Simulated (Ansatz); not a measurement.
B₃S₃Cl₃⁺, that is (ClBS)3 ring with one electron fewer. Total charge 1; doublet. Geometry PBE-D4/def2-SVP, that of the neutral singlet.

```xyz
9

B     0.4868    1.3484    0.9316
Cl    0.9898    2.7406    1.8936
S     0.6127    1.5835   -0.8640
B     0.0630    0.0727   -1.7070
Cl    0.1280    0.1479   -3.4696
S    -0.5424   -1.5027   -1.0382
B    -0.5499   -1.4210    0.7753
Cl   -1.1177   -2.8884    1.5761
S    -0.0703   -0.0810    1.9021
```

LC-ωPBE has ω = 0.4 bohr⁻¹. At PBE-D4/def2-TZVP an occupied level lies above an empty one. At PBE-D4/def2-TZVP the gap within one spin of the charge 1 doublet nearly closes, so an electron or hole may be smeared out by delocalisation error.

Task: Estimate the α-spin orbital energies around the gap (eV) in Ansatz with PBE-D4/def2-TZVP, PBE0-D4/def2-TZVP, LC-ωPBE/def2-TZVP.

Result: 
```csv
orbital,PBE-D4/def2-TZVP,PBE0-D4/def2-TZVP,LC-ωPBE/def2-TZVP
HOMO−5,-12.60,-14.13,-16.97
HOMO−4,-12.55,-13.86,-16.76
HOMO−3,-12.51,-13.85,-16.53
HOMO−2,-12.46,-13.73,-15.97
HOMO−1,-12.14,-13.45,-15.95
HOMO,-12.06,-13.31,-15.69
LUMO,-7.79,-7.00,-5.11
LUMO+1,-7.72,-6.99,-4.85
LUMO+2,-5.91,-5.04,-2.70
LUMO+3,-5.19,-4.42,-2.47
LUMO+4,-5.02,-4.12,-1.88
LUMO+5,-4.80,-3.82,-1.83
β HOMO,-11.85,-12.86,-15.36
β LUMO,-12.05,-11.80,-10.04
```
